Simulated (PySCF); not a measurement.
C₄H₅NSi, SMILES N#CC1=CC[SiH2]1. The structure is a stationary point at ωB97X-D3(BJ)/def2-SVP. The structure was generated by enumeration, and PubChem lists no compound with its InChIKey, so it may never have been made.

Computed equilibrium geometry at ωB97X-D3(BJ)/def2-SVP (PySCF confirms it by a frequency run) as bond lengths and angles, and its point group:
point group Cs.
Atoms: N1 C2 C3 C4 C5 Si6 H7 H8 H9 H10 H11. Bonded distances (Å): N1–C2 1.159, C2–C3 1.430, C3–C4 1.355, C3–Si6 1.879, C4–C5 1.522, C4–H7 1.099, C5–Si6 1.910, C5–H8 1.102, C5–H9 1.102, Si6–H10 1.489, Si6–H11 1.489. Angles (°): N1–C2–C3 178.3, C2–C3–C4 128.1, C2–C3–Si6 140.7, C4–C3–Si6 91.2, C3–C4–C5 107.9, C3–C4–H7 126.5, C5–C4–H7 125.6, C4–C5–Si6 85.1, C4–C5–H8 113.6, C4–C5–H9 113.6, Si6–C5–H8 117.4, Si6–C5–H9 117.4, H8–C5–H9 108.3, C3–Si6–C5 75.8, C3–Si6–H10 116.8, C3–Si6–H11 116.8, C5–Si6–H10 117.2, C5–Si6–H11 117.2, H10–Si6–H11 109.6.
